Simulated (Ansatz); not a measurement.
Computed with Ansatz on PBE0-D4/def2-TZVP structures; ΔE is electronic, products minus reactants. CCSD(T)/CBS is the MP2 limit (def2-TZVPP, def2-QZVPP) plus CCSD(T) − MP2 in def2-TZVPP, frozen cores. DFT in def2-TZVPP. Elements past krypton have def2 core potentials. For Ga, Hf outer-core shells are correlated without core-valence functions, which leaves a few kJ/mol of doubt a bond. Scalar relativity is left out up to krypton. One conformer a species, not always the lowest.

Consider the substitution at a C–Ga bond: `C[CH](C)[Ga]([CH](C)C)[CH](C)C` + `[OH][Hf]([OH])([OH])[F]` → `CC(C)[O][Hf]([OH])([OH])[F]` + `C[CH](C)[GaH][CH](C)C`.

| level | ΔE (kJ/mol) |
| --- | --- |
| BHLYP-D4 | 22.0 |
| PBE-QIDH | 27.5 |
| CCSD(T)/def2-SVP | 7.1 |
| CCSD(T)/def2-TZVPP | 30.9 |

What does CCSD(T)/CBS give? (An estimate is asked.)

The calculation gave: +33.2 kJ/mol. The listed levels differ from it by -11.2, -5.7, -26.1, -2.3 kJ/mol.

Largest T1 diagnostic among the species: 0.015.

In def2-TZVPP, CCSD(T) changes the Hartree–Fock value by +31.2 kJ/mol (the triples alone add +2.5 kJ/mol) and MP2 by +40.7 kJ/mol. The D4 term adds +12.1 kJ/mol with B3LYP and +7.8 kJ/mol with PBE0; it sums over pairs of atoms, weighted by their polarisabilities, and B3LYP, whose exchange is more repulsive, gets the larger term. At CCSD(T), def2-SVP lies −26.2 kJ/mol from the extrapolated value and def2-TZVPP −2.3 kJ/mol.

B3LYP here is the variant with VWN-RPA as its local correlation; programs differ in this.
